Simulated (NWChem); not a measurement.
System: C5H6; SMILES C=CC#CC

Excerpt of the output:

```
             Northwest Computational Chemistry Package (NWChem) 7.3.0
             --------------------------------------------------------

 C1  symmetry detected

                             Geometry "geometry" -> ""
                             -------------------------

 Output coordinates in angstroms (scale by  1.889725989 to convert to a.u.)

  No.       Tag          Charge          X              Y              Z
 ---- ---------------- ---------- -------------- -------------- --------------
    1 C                    6.0000     0.46414462     2.42004913     0.00003732
    2 C                    6.0000    -0.48329088     1.46925223     0.00005624
    3 C                    6.0000    -0.23022528     0.06783831    -0.00022416
    4 C                    6.0000    -0.06154446    -1.13351733    -0.00020702
    5 C                    6.0000     0.16544839    -2.57495286     0.00013621
    6 H                    1.0000     1.52170187     2.17338815    -0.00030763
    7 H                    1.0000     0.19711520     3.47245922     0.00036349
    8 H                    1.0000    -1.53219703     1.76767486     0.00038674
    9 H                    1.0000     0.73796460    -2.88749534     0.88257383
   10 H                    1.0000     0.72957536    -2.88937624    -0.88702022
   11 H                    1.0000    -0.78135436    -3.12866758     0.00521228

 Effective nuclear repulsion energy (a.u.)     135.7631988334

                                 NWChem DFT Module
                                 -----------------

 Summary of "ao basis" -> "ao basis" (spherical)
 ------------------------------------------------------------------------------
       Tag                 Description            Shells   Functions and Types
 ---------------- ------------------------------  ------  ---------------------
 C                         def2-tzvp                11       31   5s3p2d1f
 H                         def2-tzvp                 4        6   3s1p

            General Information
            -------------------
          SCF calculation type: DFT
          Wavefunction type:  closed shell.
          No. of atoms     :    11
          No. of electrons :    36
           Alpha electrons :    18
            Beta electrons :    18
          Charge           :     0
          Spin multiplicity:     1
          Use of symmetry is: off; symmetry adaption is: off
          Maximum number of iterations: 150
          AO basis - number of functions:   191
                     number of shells:    79
          Convergence on energy requested:  1.00D-06
          Convergence on density requested:  1.00D-05
          Convergence on gradient requested:  5.00D-04

              XC Information
              --------------
                         B3LYP Method XC Potential
                     Hartree-Fock (Exact) Exchange  0.200
                        Slater Exchange Functional  0.800 local
                    Becke 1988 Exchange Functional  0.720 non-local
              Lee-Yang-Parr Correlation Functional  0.810
                  VWN I RPA Correlation Functional  0.190 local

             Grid Information
             ----------------
          Grid used for XC integration:  medium
          Radial quadrature: Mura-Knowles
          Angular quadrature: Lebedev.
          Tag              B.-S. Rad. Rad. Pts. Rad. Cut. Ang. Pts.
          ---              ---------- --------- --------- ---------
          C                   0.70       49          14.0       434
          H                   0.35       45          15.0       434
          Grid pruning is: on
          Number of quadrature shells:   515
          Spatial weights used:  Erf1

      Superposition of Atomic Density Guess
      -------------------------------------

 Sum of atomic energies:        -191.35549621

      Non-variational initial energy
      ------------------------------

 Total energy =    -194.434571
 1-e energy   =    -523.186682
 2-e energy   =     192.988912
 HOMO         =      -0.280638
 LUMO         =      -0.038240

------------------------------------------------------------
EAF file 0: "./job.aoints.0" size=420478976 bytes
------------------------------------------------------------
               write      read    awrite     aread      wait
               -----      ----    ------     -----      ----
     calls:      802         0         0         0         0
   data(b): 4.20e+08  0.00e+00  0.00e+00  0.00e+00
   time(s): 0.00e+00  0.00e+00  0.00e+00  0.00e+00  0.00e+00
rate(mb/s): 0.00e+00  0.00e+00
------------------------------------------------------------

     ---------------------------------------------
      Total Density - Mulliken Population Analysis
     ---------------------------------------------

    Atom       Charge   Shell Charges
 -----------   ------   -------------------------------------------------------
    1 C    6     6.34   0.86  1.12  0.57  0.66  0.12  1.22  1.29  0.45  0.01  0.03  0.01
    2 C    6     6.09   0.86  1.12  0.56  0.59  0.10  1.17  1.22  0.38  0.02  0.06  0.01
    3 C    6     6.15   0.86  1.12  0.58  0.68  0.02  1.23  1.24  0.34  0.02  0.03  0.01
    4 C    6     6.02   0.86  1.12  0.58  0.67  0.06  1.18  1.18  0.30  0.02  0.04  0.01
    5 C    6     6.47   0.86  1.12  0.54  0.65  0.21  1.24  1.38  0.43  0.01  0.04  0.00
    6 H    1     0.84   0.24  0.45  0.13  0.02
    7 H    1     0.83   0.24  0.45  0.12  0.02
    8 H    1     0.84   0.24  0.45  0.13  0.02
    9 H    1     0.81   0.24  0.43  0.12  0.02
   10 H    1     0.81   0.24  0.43  0.12  0.02
   11 H    1     0.81   0.24  0.43  0.12  0.02

[...]
```

Level: B3LYP/def2-TZVP. The geometry was optimised at B3LYP/6-31G* (spherical d).

**Question.** Write an input that gives this output.

**Answer.** This is not unique; one that fits is the input that was run:
```
start job
memory heap 200 mb stack 900 mb global 1100 mb
geometry units angstroms noautoz
  C      0.467536     2.420058     0.101991
  C     -0.461637     1.473694    -0.104604
  C     -0.218796     0.071146    -0.061123
  C     -0.057846    -1.130959    -0.033787
  C      0.159248    -2.573410     0.004522
  H      1.500506     2.168489     0.323249
  H      0.209897     3.473677     0.053196
  H     -1.485979     1.776983    -0.323692
  H      0.531484    -2.893954     0.985769
  H      0.896966    -2.885070    -0.745670
  H     -0.769078    -3.122737    -0.194254
end
basis spherical
  * library def2-tzvp
end
dft
  xc b3lyp
  iterations 150
  semidirect filesize 400000000
  mulliken
end
task dft energy
```
